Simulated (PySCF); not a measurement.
BClH3NO, BFH3NO, BClH5NSi, AlBH4N2 (calculated)

All values are calculated (PySCF 2.14.0). Calculation on a computer-drawn molecule: optimised geometry and harmonic frequencies of an isolated molecule of the commonest isotopes, restricted reference for singlets and unrestricted otherwise, frozen core in MP2.

Common to all runs: charge 0; multiplicity 1.

(1) BClH3NO

Start structure:
```xyz
7
BClH3NO
N      1.9117     0.0619    -1.1994
B      1.8849     0.6483     0.0921
O      2.1735     1.9655     0.2465
Cl     1.4902    -0.3425     1.4954
H      2.1180     0.6181    -2.0086
H      1.7075    -0.8789    -1.3502
H      2.1401     2.2427     1.1283
```

| Item | Value |
| --- | --- |
| method | HF |
| basis | cc-pV(D+d)Z |
| rotational constants | 9.605, 4.64, 3.128 GHz |
| total energy | -615.4158 hartree |
| convergence status largest gradient component | 2.908e-05 hartree/bohr |

Drawn bonds:
| atom | other atom | order |
| --- | --- | --- |
| 1 | 2 | 1 |
| 2 | 3 | 1 |
| 2 | 4 | 1 |
| 1 | 5 | 1 |
| 1 | 6 | 1 |
| 3 | 7 | 1 |

Optimised structure:
```xyz
7
BClH3NO
N      1.9055     0.0748    -1.1928
B      1.8927     0.6573     0.0695
O      2.1757     1.9691     0.2431
Cl     1.4896    -0.3607     1.5023
H      2.1240     0.6064    -2.0092
H      1.7016    -0.8873    -1.3511
H      2.1368     2.2555     1.1422
```

Modes:
| frequency (cm⁻¹) | reduced mass (dalton) |
| --- | --- |
| 342.7 | 3.863 |
| 379.5 | 1.23 |
| 397 | 4.187 |
| 466.5 | 1.098 |
| 577.2 | 1.195 |
| 629.1 | 4.05 |
| 650.3 | 5.353 |
| 986.8 | 1.709 |
| 1085 | 1.324 |
| 1324 | 3.393 |
| 1517 | 3.649 |
| 1738 | 1.337 |
| 3831 | 1.051 |
| 3949 | 1.099 |
| 4187 | 1.067 |

(2) BClH3NO

Start structure:
```xyz
7
BClH3NO
N      1.9055     0.0748    -1.1928
B      1.8927     0.6573     0.0695
O      2.1757     1.9691     0.2431
Cl     1.4896    -0.3607     1.5023
H      2.1240     0.6064    -2.0092
H      1.7016    -0.8873    -1.3511
H      2.1368     2.2555     1.1422
```

| Property | Result |
| --- | --- |
| method | MP2 |
| basis | cc-pV(D+d)Z |
| rotational constants | 9.472, 4.618, 3.105 GHz |
| total energy | -615.9914 hartree |
| convergence status largest gradient component | 7.735e-06 hartree/bohr |

Drawn bonds:
| atom | other atom | order |
| --- | --- | --- |
| 1 | 2 | 1 |
| 2 | 3 | 1 |
| 2 | 4 | 1 |
| 1 | 5 | 1 |
| 1 | 6 | 1 |
| 3 | 7 | 1 |

Optimised structure:
```xyz
7
BClH3NO
N      1.9051     0.0716    -1.1956
B      1.8921     0.6591     0.0775
O      2.1825     1.9929     0.2323
Cl     1.4911    -0.3545     1.5022
H      2.1263     0.6086    -2.0247
H      1.6976    -0.9046    -1.3513
H      2.1312     2.2421     1.1635
```

Modes:
| frequency (cm⁻¹) | reduced mass (dalton) |
| --- | --- |
| 314.9 | 1.243 |
| 326.2 | 3.756 |
| 375.9 | 4.039 |
| 437.2 | 1.084 |
| 556.9 | 1.941 |
| 594 | 1.769 |
| 642.6 | 5.37 |
| 915.3 | 1.661 |
| 1039 | 1.296 |
| 1268 | 4.111 |
| 1455 | 2.672 |
| 1622 | 1.541 |
| 3661 | 1.05 |
| 3791 | 1.099 |
| 3898 | 1.066 |

(3) BFH3NO

Start structure:
```xyz
7
BFH3NO
N     -0.6442     1.3408    -1.0049
B      0.6576     0.6788    -0.8858
O      1.3099     0.7799     0.2026
F      1.1994     0.1602    -2.0097
H     -1.0970     1.7533    -0.2627
H     -1.1639     1.3573    -1.8841
H      2.1793     0.3635     0.2833
```

| Quantity | Value |
| --- | --- |
| method | HF |
| basis | cc-pVDZ |
| rotational constants | 10.15, 9.388, 4.876 GHz |
| total energy | -255.3687 hartree |
| convergence status largest gradient component | 4.733e-05 hartree/bohr |

Drawn bonds:
| atom | other atom | order |
| --- | --- | --- |
| 1 | 2 | 1 |
| 2 | 3 | 1 |
| 2 | 4 | 1 |
| 1 | 5 | 1 |
| 1 | 6 | 1 |
| 3 | 7 | 1 |

Optimised structure:
```xyz
7
BFH3NO
N     -0.6325     1.3233    -1.0238
B      0.6335     0.7509    -0.9017
O      1.3148     0.7657     0.2705
F      1.1989     0.1657    -1.9766
H     -1.0912     1.7673    -0.2584
H     -1.1410     1.3166    -1.8808
H      2.1586     0.3443     0.2095
```

Modes:
| frequency (cm⁻¹) | reduced mass (dalton) |
| --- | --- |
| 325.4 | 1.232 |
| 402 | 2.784 |
| 462.3 | 1.092 |
| 476.6 | 4.744 |
| 578.5 | 1.037 |
| 720.8 | 9.983 |
| 898.2 | 6.578 |
| 978.1 | 1.592 |
| 1094 | 1.317 |
| 1468 | 5.646 |
| 1530 | 3.259 |
| 1742 | 1.397 |
| 3842 | 1.051 |
| 3955 | 1.1 |
| 4177 | 1.066 |

(4) BFH3NO

Start structure:
```xyz
7
BFH3NO
N     -0.6325     1.3233    -1.0238
B      0.6335     0.7509    -0.9017
O      1.3148     0.7657     0.2705
F      1.1989     0.1657    -1.9766
H     -1.0912     1.7673    -0.2584
H     -1.1410     1.3166    -1.8808
H      2.1586     0.3443     0.2095
```

| Quantity | Value |
| --- | --- |
| method | MP2 |
| basis | cc-pVDZ |
| rotational constants | 9.813, 9.271, 4.767 GHz |
| total energy | -255.9914 hartree |
| convergence status largest gradient component | 1.922e-05 hartree/bohr |

Drawn bonds:
| atom | other atom | order |
| --- | --- | --- |
| 1 | 2 | 1 |
| 2 | 3 | 1 |
| 2 | 4 | 1 |
| 1 | 5 | 1 |
| 1 | 6 | 1 |
| 3 | 7 | 1 |

Optimised structure:
```xyz
7
BFH3NO
N     -0.6376     1.3255    -1.0243
B      0.6386     0.7488    -0.9012
O      1.3130     0.7751     0.2972
F      1.2139     0.1550    -1.9882
H     -1.1015     1.7750    -0.2479
H     -1.1522     1.3185    -1.8931
H      2.1668     0.3359     0.1962
```

Modes:
| frequency (cm⁻¹) | reduced mass (dalton) |
| --- | --- |
| 245.5 | 1.244 |
| 379.5 | 2.724 |
| 428.5 | 1.086 |
| 450.1 | 4.823 |
| 566.2 | 1.039 |
| 668.9 | 9.34 |
| 856.7 | 6.371 |
| 907.8 | 1.627 |
| 1043 | 1.28 |
| 1407 | 6.368 |
| 1467 | 2.368 |
| 1631 | 1.66 |
| 3680 | 1.05 |
| 3805 | 1.099 |
| 3898 | 1.065 |

(5) BClH5NSi

Start structure:
```xyz
9
BClH5NSi
N     -2.0895    -0.4563     2.4537
B     -2.0569     0.0639     1.1876
Si    -1.5489    -1.0812    -0.3957
Cl    -2.6565     1.6975     0.9792
H     -1.7178    -1.3387     2.6851
H     -2.3063     0.1133     3.2415
H     -2.6041    -1.2579    -1.3692
H     -1.0612    -2.4351     0.0257
H     -0.4221    -0.4622    -1.1632
```

| Item | Value |
| --- | --- |
| method | HF |
| basis | cc-pV(D+d)Z |
| rotational constants | 6.003, 2.643, 1.875 GHz |
| total energy | -830.5773 hartree |
| convergence status largest gradient component | 2.773e-05 hartree/bohr |

Drawn bonds:
| atom | other atom | order |
| --- | --- | --- |
| 1 | 2 | 1 |
| 2 | 3 | 1 |
| 2 | 4 | 1 |
| 1 | 5 | 1 |
| 1 | 6 | 1 |
| 3 | 7 | 1 |
| 3 | 8 | 1 |
| 3 | 9 | 1 |

Optimised structure:
```xyz
9
BClH5NSi
N     -2.0413    -0.4376     2.4903
B     -2.0783     0.0231     1.1864
Si    -1.5155    -1.0893    -0.4290
Cl    -2.6603     1.7069     0.9176
H     -1.7325    -1.3573     2.7280
H     -2.3205     0.1195     3.2731
H     -2.6505    -1.2467    -1.3706
H     -1.0686    -2.4433    -0.0052
H     -0.3959    -0.4321    -1.1459
```

Modes:
| frequency (cm⁻¹) | reduced mass (dalton) |
| --- | --- |
| 90.7 | 1.065 |
| 168.3 | 4.223 |
| 309.3 | 3.738 |
| 337.9 | 1.973 |
| 495.4 | 5.897 |
| 572.1 | 1.196 |
| 629.6 | 1.327 |
| 652.2 | 1.328 |
| 685.8 | 1.356 |
| 795.7 | 2.429 |
| 993.5 | 1.114 |
| 1025 | 1.039 |
| 1027 | 1.035 |
| 1143 | 2.006 |
| 1404 | 4.161 |
| 1746 | 1.247 |
| 2279 | 1.044 |
| 2301 | 1.051 |
| 2307 | 1.026 |
| 3801 | 1.051 |
| 3911 | 1.099 |

(6) AlBH4N2

Start structure:
```xyz
8
AlBH4N2
N      0.5370    -2.2202     0.3581
B      0.1531    -1.7979    -0.9120
N     -0.1501    -1.3853    -2.0944
Al    -0.6478    -0.8151    -3.6577
H     -0.0783    -2.7482     0.9084
H      1.3360    -2.0543     0.6843
H     -1.3584     0.5979    -3.9128
H     -0.4070    -1.6472    -4.9793
```

| Property | Result |
| --- | --- |
| method | HF |
| basis | cc-pV(D+d)Z |
| rotational constants | 96.32, 2.184, 2.137 GHz |
| total energy | -377.9242 hartree |
| convergence status largest gradient component | 3.217e-05 hartree/bohr |

Drawn bonds:
| atom | other atom | order |
| --- | --- | --- |
| 1 | 2 | 1 |
| 2 | 3 | 2 |
| 3 | 4 | 1 |
| 1 | 5 | 1 |
| 1 | 6 | 1 |
| 4 | 7 | 1 |
| 4 | 8 | 1 |

Optimised structure:
```xyz
8
AlBH4N2
N      0.5884    -2.1533     0.3232
B      0.1812    -1.7443    -0.9384
N     -0.1695    -1.3540    -2.0841
Al    -0.6528    -0.8061    -3.6770
H      0.0555    -1.9071     1.1317
H      1.1282    -2.9863     0.4359
H     -1.7498     0.3223    -3.8291
H      0.0033    -1.4416    -4.9676
```

Modes:
| frequency (cm⁻¹) | reduced mass (dalton) |
| --- | --- |
| 95.89 | 5.678 |
| 105 | 3.686 |
| 169.4 | 1.015 |
| 265.1 | 1.203 |
| 414.5 | 2.832 |
| 527.5 | 10.51 |
| 578.5 | 6.574 |
| 610.2 | 1.284 |
| 671.6 | 1.187 |
| 861.3 | 1.074 |
| 1041 | 1.495 |
| 1173 | 6.682 |
| 1699 | 1.136 |
| 1972 | 1.061 |
| 1988 | 1.039 |
| 2100 | 9.76 |
| 3815 | 1.05 |
| 3918 | 1.098 |
